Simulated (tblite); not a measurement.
Record of a relaxation.

Species: C₅H₆N₂S (charge -1 and doublet state).
Atom-mapped SMILES: `[CH3:1][C:2]([S-:3])[C:4]1=[N:5][CH2:6][CH:7]=[N:8]1` (hydrogens: H9, H10, H11 on C1; H12, H13 on C6; H14 on C7)
Bond orders are those of one Lewis drawing.

Computed with GFN2-xTB (tblite), gas phase: L-BFGS steps from a force-field or distance-geometry start until the largest atomic force falls under 0.01 eV/Å. 11 of its 56 geometries are shown.

Step 0: E = -625.4190 eV, largest atomic force 3.348 eV/Å
```
atom  x, y, z in Å  |  force x, y, z in eV/Å
C1     -2.313    0.305   -0.187   -0.376   1.276  -0.490
C2     -1.369    0.283    0.986    1.344  -2.968  -0.770
S3     -1.709   -1.228    1.881    0.239   1.178   0.345
C4      0.016    0.132    0.464   -0.143   0.456   3.258
N5      0.338    0.038   -0.747   -0.220  -0.143  -3.321
C6      1.751   -0.100   -0.861    0.446   0.435  -1.121
C7      2.216   -0.078    0.540   -1.122   0.140   1.310
N8      1.180    0.056    1.306    0.698   0.050   0.753
H9     -2.212    1.312   -0.676   -0.308  -0.751   0.110
H10    -1.962   -0.461   -0.910   -0.485   0.440   0.234
H11    -3.377    0.138    0.107    0.874   0.076  -0.200
H12     2.119    0.797   -1.426    0.106  -0.611   0.069
H13     2.062   -1.027   -1.380   -0.207   0.337  -0.086
H14     3.259   -0.165    0.881   -0.845   0.084  -0.094
```

Step 6: E = -626.3918 eV, largest atomic force 0.988 eV/Å
```
atom  x, y, z in Å  |  force x, y, z in eV/Å
C1     -2.276    0.319   -0.200   -0.507  -0.214  -0.490
C2     -1.283   -0.054    0.850   -0.520   0.087   0.835
S3     -1.738   -1.116    2.091   -0.022   0.601  -0.068
C4      0.053    0.110    0.487    0.004  -0.307  -0.262
N5      0.351    0.090   -0.805   -0.406   0.189  -0.329
C6      1.752   -0.058   -0.877    0.583   0.245  -0.407
C7      2.159   -0.056    0.565    0.065   0.090   0.171
N8      1.147    0.062    1.346    0.182  -0.347  -0.100
H9     -2.213    1.322   -0.668    0.346  -0.434   0.595
H10    -2.058   -0.406   -0.982   -0.238   0.043  -0.466
H11    -3.302    0.158    0.135    0.052   0.023   0.134
H12     2.204    0.769   -1.462    0.168  -0.025   0.094
H13     2.037   -0.988   -1.404   -0.039  -0.006   0.074
H14     3.167   -0.153    0.903    0.331   0.056   0.220
```

Step 11: E = -626.6700 eV, largest atomic force 0.406 eV/Å
```
atom  x, y, z in Å  |  force x, y, z in eV/Å
C1     -2.308    0.231   -0.230    0.164  -0.045   0.237
C2     -1.302   -0.143    0.830    0.103  -0.106  -0.282
S3     -1.787   -0.928    2.237    0.021   0.289  -0.069
C4      0.038    0.013    0.430   -0.055   0.001   0.048
N5      0.359    0.158   -0.856    0.388  -0.054   0.106
C6      1.792    0.007   -0.907   -0.042  -0.029   0.243
C7      2.172   -0.035    0.565   -0.102  -0.173  -0.097
N8      1.129   -0.048    1.308    0.046  -0.239  -0.207
H9     -2.118    1.255   -0.529   -0.004   0.288  -0.092
H10    -2.181   -0.374   -1.133   -0.105  -0.076   0.239
H11    -3.310    0.159    0.177   -0.209  -0.165  -0.089
H12     2.315    0.787   -1.482   -0.120   0.061   0.049
H13     2.022   -0.963   -1.397    0.103   0.129   0.050
H14     3.178   -0.120    0.965   -0.188   0.120  -0.137
```

Step 16: E = -626.7310 eV, largest atomic force 0.250 eV/Å
```
atom  x, y, z in Å  |  force x, y, z in eV/Å
C1     -2.320    0.230   -0.223   -0.035  -0.005  -0.028
C2     -1.297   -0.182    0.794    0.058   0.157  -0.025
S3     -1.792   -0.800    2.269   -0.015   0.020   0.160
C4      0.040   -0.032    0.403    0.035  -0.125  -0.029
N5      0.393    0.169   -0.866   -0.164  -0.085  -0.076
C6      1.818    0.024   -0.896   -0.146   0.010  -0.126
C7      2.169   -0.070    0.559    0.025   0.008   0.101
N8      1.121   -0.144    1.286   -0.062  -0.088   0.109
H9     -2.108    1.267   -0.500   -0.216  -0.090  -0.089
H10    -2.234   -0.382   -1.121    0.083   0.026  -0.052
H11    -3.332    0.126    0.170    0.062   0.105   0.062
H12     2.317    0.815   -1.466    0.074   0.149   0.042
H13     2.058   -0.934   -1.391    0.162  -0.031  -0.118
H14     3.167   -0.085    0.959    0.137  -0.053   0.069
```

Step 22: E = -626.7815 eV, largest atomic force 0.175 eV/Å
```
atom  x, y, z in Å  |  force x, y, z in eV/Å
C1     -2.334    0.232   -0.218   -0.109   0.073  -0.107
C2     -1.294   -0.150    0.794   -0.112  -0.048   0.103
S3     -1.786   -0.674    2.317    0.027   0.103  -0.047
C4      0.042   -0.107    0.381   -0.010   0.026  -0.047
N5      0.395    0.109   -0.884    0.022  -0.072  -0.016
C6      1.825    0.031   -0.903    0.172  -0.019   0.025
C7      2.169   -0.108    0.561    0.025  -0.050  -0.013
N8      1.117   -0.250    1.272    0.021   0.154  -0.035
H9     -2.207    1.269   -0.544    0.116  -0.026   0.058
H10    -2.229   -0.389   -1.110   -0.028  -0.029   0.019
H11    -3.338    0.130    0.192    0.053  -0.107   0.037
H12     2.307    0.886   -1.407   -0.105  -0.008   0.070
H13     2.160   -0.885   -1.435   -0.019   0.120  -0.067
H14     3.171   -0.092    0.963   -0.054  -0.114   0.021
```

Step 28: E = -626.8125 eV, largest atomic force 0.103 eV/Å
```
atom  x, y, z in Å  |  force x, y, z in eV/Å
C1     -2.353    0.219   -0.224    0.075  -0.067   0.020
C2     -1.298   -0.148    0.778    0.073   0.056  -0.023
S3     -1.773   -0.499    2.349    0.007  -0.012   0.087
C4      0.038   -0.146    0.353    0.026   0.084   0.012
N5      0.411    0.026   -0.913    0.020   0.067   0.003
C6      1.848    0.027   -0.904   -0.048  -0.032   0.001
C7      2.168   -0.153    0.561   -0.020   0.016  -0.011
N8      1.104   -0.265    1.259    0.000  -0.030  -0.009
H9     -2.222    1.257   -0.540   -0.046  -0.016   0.025
H10    -2.254   -0.402   -1.113   -0.030  -0.038  -0.047
H11    -3.337    0.088    0.224   -0.014   0.041  -0.084
H12     2.266    0.959   -1.324   -0.058   0.000   0.059
H13     2.245   -0.797   -1.521    0.033  -0.029   0.012
H14     3.157   -0.166    0.993   -0.018  -0.040  -0.046
```

Step 33: E = -626.8169 eV, largest atomic force 0.055 eV/Å
```
atom  x, y, z in Å  |  force x, y, z in eV/Å
C1     -2.350    0.213   -0.226   -0.008  -0.009   0.010
C2     -1.293   -0.134    0.782   -0.023  -0.022   0.003
S3     -1.765   -0.489    2.358    0.025   0.031  -0.019
C4      0.040   -0.132    0.355   -0.014  -0.004   0.014
N5      0.411    0.027   -0.914   -0.019   0.022   0.022
C6      1.847    0.021   -0.904   -0.033   0.026  -0.007
C7      2.167   -0.161    0.558    0.004  -0.023   0.007
N8      1.105   -0.263    1.259   -0.001   0.011   0.014
H9     -2.232    1.252   -0.541    0.006  -0.001  -0.036
H10    -2.255   -0.412   -1.115    0.033   0.000   0.009
H11    -3.338    0.087    0.212   -0.026  -0.020  -0.003
H12     2.248    0.967   -1.305    0.040   0.010  -0.014
H13     2.258   -0.792   -1.527   -0.021   0.017   0.014
H14     3.156   -0.186    0.986    0.037  -0.038  -0.015
```

Step 38: E = -626.8200 eV, largest atomic force 0.072 eV/Å
```
atom  x, y, z in Å  |  force x, y, z in eV/Å
C1     -2.353    0.203   -0.228    0.003   0.014  -0.019
C2     -1.297   -0.134    0.785    0.012   0.044   0.015
S3     -1.752   -0.455    2.371   -0.042   0.005   0.010
C4      0.038   -0.123    0.361    0.013   0.001  -0.010
N5      0.406    0.044   -0.907    0.028   0.024  -0.007
C6      1.841    0.032   -0.902    0.052   0.006   0.010
C7      2.167   -0.173    0.557   -0.013   0.042   0.009
N8      1.106   -0.266    1.262   -0.006  -0.037  -0.005
H9     -2.236    1.240   -0.551   -0.005  -0.012   0.002
H10    -2.245   -0.421   -1.116    0.019  -0.028   0.023
H11    -3.349    0.076    0.197    0.048  -0.028   0.009
H12     2.253    0.978   -1.293   -0.004  -0.010   0.003
H13     2.256   -0.778   -1.527   -0.060   0.001  -0.040
H14     3.163   -0.223    0.969   -0.045  -0.021   0.000
```

Step 44: E = -626.8263 eV, largest atomic force 0.111 eV/Å
```
atom  x, y, z in Å  |  force x, y, z in eV/Å
C1     -2.347    0.183   -0.235    0.040  -0.037   0.031
C2     -1.295   -0.098    0.800    0.035  -0.002  -0.057
S3     -1.755   -0.369    2.394   -0.034   0.001  -0.002
C4      0.038   -0.100    0.371    0.003   0.029   0.012
N5      0.405    0.093   -0.894   -0.047   0.061   0.019
C6      1.840    0.057   -0.897   -0.108  -0.023   0.007
C7      2.164   -0.198    0.553    0.020  -0.076  -0.031
N8      1.107   -0.291    1.261    0.003   0.012  -0.016
H9     -2.256    1.213   -0.584   -0.018   0.008  -0.013
H10    -2.202   -0.467   -1.099    0.014  -0.001  -0.013
H11    -3.341    0.028    0.179   -0.013   0.009   0.029
H12     2.265    1.007   -1.262    0.020   0.009  -0.004
H13     2.218   -0.740   -1.557    0.043  -0.021  -0.021
H14     3.159   -0.320    0.949    0.042   0.030   0.059
```

Step 50: E = -626.8288 eV, largest atomic force 0.020 eV/Å
```
atom  x, y, z in Å  |  force x, y, z in eV/Å
C1     -2.342    0.174   -0.237    0.001   0.001   0.004
C2     -1.294   -0.087    0.805   -0.004   0.000   0.012
S3     -1.767   -0.360    2.396   -0.002   0.002  -0.010
C4      0.040   -0.080    0.381    0.002   0.005   0.002
N5      0.400    0.130   -0.884    0.008  -0.012  -0.002
C6      1.833    0.062   -0.898    0.013   0.000  -0.002
C7      2.166   -0.214    0.548    0.000  -0.009   0.000
N8      1.110   -0.293    1.262    0.001   0.006   0.003
H9     -2.262    1.203   -0.597   -0.007  -0.001  -0.002
H10    -2.182   -0.480   -1.095   -0.016   0.002   0.002
H11    -3.336    0.015    0.177    0.000  -0.005  -0.006
H12     2.276    1.006   -1.261    0.017  -0.004   0.009
H13     2.197   -0.739   -1.566   -0.013   0.010  -0.002
H14     3.160   -0.338    0.948    0.001   0.007  -0.010
```

Step 55: E = -626.8290 eV, largest atomic force 0.009 eV/Å
```
atom  x, y, z in Å  |  force x, y, z in eV/Å
C1     -2.342    0.172   -0.237   -0.006   0.002  -0.007
C2     -1.293   -0.084    0.806    0.000   0.001  -0.009
S3     -1.768   -0.351    2.396    0.002  -0.002   0.002
C4      0.041   -0.077    0.382    0.001  -0.002  -0.001
N5      0.401    0.133   -0.883   -0.003   0.005  -0.001
C6      1.834    0.062   -0.898   -0.001   0.000  -0.002
C7      2.166   -0.219    0.547    0.003   0.006  -0.002
N8      1.111   -0.294    1.262    0.004   0.001   0.000
H9     -2.267    1.200   -0.600   -0.004   0.003   0.003
H10    -2.183   -0.483   -1.094    0.000  -0.005   0.000
H11    -3.336    0.010    0.177    0.000   0.000   0.006
H12     2.281    1.007   -1.254    0.002   0.001   0.007
H13     2.194   -0.734   -1.572    0.002  -0.008   0.001
H14     3.161   -0.343    0.945    0.000  -0.003   0.002
```

Question: Summarise the path.

Answer: The energy falls by 32.52 kcal/mol from step 0 to step 55; nine tenths of that is first reached at step 12. It falls at every step. The largest force goes from 3.348 to 0.009 eV/Å. Among the bonds C2–S3 changes most, from 1.789 to 1.681 Å; the atoms move by 0.370 Å rms after alignment.

Question: Follow the three bonds and two angles with the largest change from start to end.

Answer: 
```csv
step,E above end (kcal/mol),largest force (eV/Å),C2–S3 (Å),C2–C4 (Å),C4=N5 (Å),S3–C2–C4 (°),C1–C2–S3 (°)
0,32.52,3.348,1.789,1.488,1.256,105.5,106.4
2,20.25,1.733,1.713,1.440,1.339,110.5,110.7
5,12.27,0.845,1.685,1.401,1.318,119.5,117.3
7,8.16,0.967,1.702,1.399,1.332,122.7,121.4
10,4.50,0.638,1.685,1.412,1.333,123.9,121.6
12,3.20,0.322,1.680,1.401,1.332,124.6,120.0
14,2.70,0.260,1.676,1.398,1.332,124.7,119.5
17,2.06,0.269,1.680,1.404,1.332,124.3,119.9
19,1.69,0.256,1.684,1.404,1.332,123.9,119.9
22,1.10,0.175,1.684,1.399,1.332,123.7,119.1
24,0.89,0.191,1.681,1.403,1.332,123.8,119.0
26,0.59,0.247,1.679,1.406,1.332,123.7,118.7
29,0.35,0.077,1.681,1.400,1.331,123.6,118.5
31,0.30,0.089,1.683,1.399,1.331,123.6,118.6
33,0.28,0.055,1.683,1.400,1.331,123.6,118.7
36,0.24,0.084,1.680,1.402,1.332,123.3,119.1
38,0.21,0.072,1.681,1.401,1.331,123.0,119.3
41,0.15,0.106,1.683,1.400,1.331,123.0,119.5
43,0.10,0.121,1.682,1.401,1.331,123.2,119.5
45,0.04,0.088,1.680,1.400,1.332,123.6,119.4
48,0.01,0.036,1.681,1.399,1.331,123.8,119.3
50,0.00,0.020,1.681,1.400,1.331,123.8,119.2
53,0.00,0.016,1.681,1.400,1.332,123.8,119.2
55,0.00,0.009,1.681,1.400,1.332,123.8,119.1
```

What follows is the cost of the whole relaxation. The run took 0.34 s on one thread of an INTEL XEON PLATINUM 8581C at 2.10 GHz, shared host.
